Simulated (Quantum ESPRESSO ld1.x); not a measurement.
All-electron atom: Nb V in [Kr] 4d0.75 4f0.25 (fractional occupations, a model configuration). All-electron calculation, Dirac Kohn-Sham, PW91, spin-unpolarised, spherical densities, point nucleus; open shells fill j = l - 1/2 first. Program: ld1.x of Quantum ESPRESSO 7.5.

Radial electron density D(r) = 4 pi r^2 rho(r):

```
   r/bohr * D(r) (the largest magnitude, 63.2, reaches the edge; | marks zero)
 0.002178 |  *
 0.002515 |  *
 0.002904 |   *
 0.003354 |     *
 0.003874 |      *
 0.004474 |        *
 0.005166 |          *
 0.005919 |            *
 0.006836 |               *
 0.007895 |                   *
 0.009117 |                      *
  0.01053 |                          *
  0.01216 |                               *
  0.01404 |                                   *
  0.01622 |                                      *
  0.01873 |                                         *
  0.02163 |                                            *
  0.02498 |                                            *
  0.02885 |                                            *
  0.03332 |                                          *
  0.03848 |                                        *
  0.04444 |                                      *
  0.05133 |                                     *
  0.05927 |                                      *
  0.06846 |                                         *
  0.07906 |                                              *
   0.0913 |                                                   *
   0.1054 |                                                      *
   0.1208 |                                                      *
   0.1395 |                                                  *
   0.1611 |                                           *
   0.1861 |                                     *
   0.2149 |                                 *
   0.2482 |                                  *
   0.2866 |                                     *
    0.331 |                                        *
   0.3823 |                                        *
   0.4415 |                                   *
   0.5099 |                           *
   0.5889 |                  *
   0.6801 |            *
   0.7854 |         *
    0.907 |        *
    1.048 |        *
     1.21 |       *
    1.397 |     *
    1.614 |   *
    1.863 | *
    2.152 |*
    2.466 *
    2.847 *
    3.288 *
    3.798 *
    4.386 *
    5.065 *
     5.85 *
    6.756 *
    7.802 *
```

D(r) has 3 maxima, at r = 0.0254, 0.112, 0.353 bohr, and minima at 0.0513, 0.227 bohr, inside which lie 2.06, 11.09 electrons.
